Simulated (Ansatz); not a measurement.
Geometry optimisation, Ansatz, RKS PBE0-D4/def2-mTZVP.

The input (input.yaml):

```yaml
crystal:
  periodic: [false, false, false]
  atoms:
    - { symbol: Ti, position_ang: [0.0, 0.0, 0.0] }
    - { symbol: F, position_ang: [0.0, 0.0, 2.18] }
    - { symbol: F, position_ang: [1.7257, 0.0, -0.6094] }
    - { symbol: F, position_ang: [-0.8619, 1.4933, -0.6094] }
    - { symbol: F, position_ang: [-0.8619, -1.4933, -0.6094] }
    - { symbol: O, position_ang: [-2.1067, 0.0, 0.7] }
    - { symbol: H, position_ang: [-2.6519, -0.6297, 0.1286] }
    - { symbol: H, position_ang: [-1.2576, 0.0, 1.8464] }
basis:
  gaussian: { orbitals: def2-mTZVP }
hamiltonian:
  xc: pbe0
  dispersion: d4
relax:
  f_tol: 0.15
  max_steps: 25
  restrain:
    - { distance: [0, 5], at: 3.12, k: 30.0 }
    - { distance: [7, 1], at: 2.12, k: 30.0 }
    - { distance: [0, 1], at: 1.83, k: 30.0 }
    - { distance: [7, 5], at: 1.01, k: 30.0 }
output:
  orbitals: {}
```

Run as:

```bash
$ ansatz run input.yaml --threads 4 --pin off --max-ram 5120MiB --backend cpu --events-out ev --progress --plain --runs-dir out
```

Task: Where does it end, and by what steps?

Result: The run converged. The restraints hold the end off the free minimum. After 8 steps the energy has fallen by 3.491 eV (the restraints' own energy left out); H7 moved furthest, 0.89 Å. Parted: Ti1–O6 (2.22 → 3.11 Å). Joined: O6–H8 (1.43 → 0.98 Å).

```csv
step,energy less start (eV),largest force component (eV/Å),accepted
0,0.0000,3.660,yes
1,-0.5367,4.518,yes
2,-1.5274,5.941,yes
3,-2.6893,4.436,yes
4,-3.2860,1.113,yes
5,-3.4045,1.047,yes
6,-3.4547,1.053,yes
7,-3.4825,1.019,yes
8,-3.4908,0.961,yes
```

```xyz
8
Properties=species:S:1:pos:R:3
Ti 0.267 0.074 -0.147
F 0.102 -0.015 1.644
F 1.976 -0.012 -0.475
F -0.278 1.573 -0.842
F -0.451 -1.314 -0.926
O -2.603 0.017 1.044
H -3.014 -0.844 0.908
H -2.014 -0.107 1.821
```

The run took 43 s on 4 threads of Intel(R) Xeon(R) Platinum 8259CL CPU @ 2.50GHz (Skylake/Cascade Lake), with other jobs on the host, peak memory 0.41 GiB.
